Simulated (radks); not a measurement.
Effect of the nuclear size on neutral chlorine, [Ne] 3s2 3p5. All-electron calculation, Dirac Kohn-Sham, exchange-only LDA, spin-unpolarised, spherical densities, finite nucleus; open shells fill j = l - 1/2 first; Fermi nuclear charge, rms radius 3.3654 fm. Program: a radial shooting solver on a logarithmic mesh with Libxc functionals. The rms radius is varied about that value; shifts are against it.

| rms radius (fm) | total energy shift (eV) | density at nucleus (e/bohr^3) | 1s1/2 shift (meV) | 2s1/2 shift (meV) |
|---|---|---|---|---|
| 2.8606 | -0.00387 | 3575 | -1.63 | -0.119 |
| 3.2577 | -0.000876 | 3566 | -0.369 | -0.027 |
| 3.3654 | 0 | 3564 | 0.000 | 0.000 |
| 3.5337 | 0.00143 | 3561 | 0.600 | 0.044 |
| 4.1058 | 0.00678 | 3551 | 2.86 | 0.209 |

Slopes of the eigenvalues against <r^2> in GHz/fm^2, as finite differences over the two radii next to the reference (eigenvalue slopes, not the field-shift constants of lines): 1s1/2 125, 2s1/2 9.14.
